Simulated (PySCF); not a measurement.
## How methods differ on the excitation energy of Ti²⁺

Ti²⁺ [Ar] 3d2 (3F) → Ti²⁺ [Ar] 3d1 4p1 (high-spin determinant), as a difference of total energies. Computed with PySCF 2.14 in aug-cc-pwCVTZ-DK, with scalar relativity by spin-free X2C-1e. Correlated levels: valence: [Ar] frozen; valence and next inner shell: [Ne] frozen; nothing frozen. The calculations carry no spin-orbit coupling.

```csv
method,excitation energy (cm⁻¹)
UHF,74222
LDA,76008
PBE,75457
PBE0,76401
r2SCAN,78075
B97-3,76912
PBEsol,75665
M06-L,79229
MP2 (valence),74870
SCS-MP2 (valence),74438
MP2 (valence and next inner shell),76201
SCS-MP2 (valence and next inner shell),76002
MP2 (all electrons),76289
SCS-MP2 (all electrons),76041
```

A first-order spin-orbit estimate (lowest level to lowest level, LS coupling) adds -0.017 eV.

The determinant of the upper state mixes LS terms, which raises its energy above the lowest term, most at the Hartree-Fock and MP2 levels.
